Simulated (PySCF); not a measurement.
Ligands exchanged one at a time, Si SH-H. Gas-phase values, no solvent. One relaxed conformer stands for each flexible species; it need not be the lowest. Strings in code marks are SMILES.

All values below come from PBE0-D3(BJ)/def2-TZVP run with PySCF. All candidates: neutral, multiplicity 1. Excitations are Tamm–Dancoff values on a coarser integration grid. The basis has no diffuse functions, so Rydberg states are missing or too high.

```
Item                   Result
-------------------  --------
HOMO–LUMO gap         7.62 eV
HOMO                 -7.51 eV
S1 excitation (TDA)   6.18 eV
```

Name which member has these values.
A) `S[SiH2]S` (H–S–Si–S torsion 56°, S–Si–S–H torsion 56°)
B) `[SiH3]S`
C) `S[Si](S)(S)S`

B, `[SiH3]S`. The others give `S[Si](S)(S)S`: 7.16 eV, -7.61 eV, 5.79 eV; `S[SiH2]S` (H–S–Si–S torsion 56°, S–Si–S–H torsion 56°): 7.38 eV, -7.48 eV, 5.87 eV
